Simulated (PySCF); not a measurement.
Gas-phase reaction: InH₃ + HCl ⇌ InCl + 2 H₂

Computed with PySCF (xtb for GFN2) and rigid-rotor harmonic-oscillator thermochemistry at 1 bar. † marks an energy on the PBE0/def2-TZVP geometry and frequencies; other levels use their own. CCSD(T) freezes the core. All species are closed-shell singlets. In: scalar-relativistic def2 core potential, no spin-orbit coupling. InH₃: computed as isolated molecules; such fragments, hydroxides, amides, oligomers or adducts are transient or little studied in the gas. CCSD(T) isn't extrapolated to the basis-set limit.

| level | ΔH°(298 K), kJ |
|---|---|
| CCSD(T)/def2-SVP† | ___ |
| GFN2-xTB | -236 |
| HF/def2-TZVP† | ___ |
| M06-2X/def2-TZVP† | -206 |
| PBE/def2-SVP | -184 |
| PBE0/def2-SVP† | -168 |
| LDA/def2-TZVP† | ___ |
| ωB97M-V/def2-TZVP† | ___ |
| ωB97X-V/def2-TZVP† | -162 |

Task: Fill in the missing entries.

Result: 
- CCSD(T)/def2-SVP†, ΔH°(298 K), kJ: -162
- HF/def2-TZVP†, ΔH°(298 K), kJ: -171
- LDA/def2-TZVP†, ΔH°(298 K), kJ: -145
- ωB97M-V/def2-TZVP†, ΔH°(298 K), kJ: -169
